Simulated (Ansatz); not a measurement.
`[CH3][Al]([F])[F]` + `C[CH](C)[GeH3]` → `[CH3][Al]([F])[GeH3]` + `CC(C)F`  (formal exchange of groups at the Al–F bond)

Computed with Ansatz on PBE0-D4/def2-TZVP structures; ΔE is electronic, products minus reactants. CCSD(T)/CBS is the MP2 limit (def2-TZVPP, def2-QZVPP) plus CCSD(T) − MP2 in def2-TZVPP, frozen cores. For Ge outer-core shells are correlated without core-valence functions, which leaves a few kJ/mol of doubt a bond. Scalar relativity is left out up to krypton.

```json
{"species": "`[CH3][Al]([F])[F]`", "MP2/def2-TZVPP energy (Eh)": "-481.45352"}
{"species": "`C[CH](C)[GeH3]`", "MP2/def2-TZVPP energy (Eh)": "-2195.63440"}
{"species": "`[CH3][Al]([F])[GeH3]`", "MP2/def2-TZVPP energy (Eh)": "-2459.01207"}
{"species": "`CC(C)F`", "MP2/def2-TZVPP energy (Eh)": "-217.99160"}
```

Question: Work out ΔE.

Answer: ΔE = (-2459.01207) + (-217.99160) − (-481.45352) − (-2195.63440) = 0.08425 Eh = +52.9 kcal/mol. CCSD(T)/CBS gives +49.0 kcal/mol.

Largest T1 diagnostic among the species: 0.012.

From PBE to PBE0 (25 % exact exchange), in def2-TZVPP and without D4, ΔE moves by +1.4 kcal/mol. At CCSD(T), def2-SVP lies −3.5 kcal/mol from the extrapolated value and def2-TZVPP −0.7 kcal/mol.
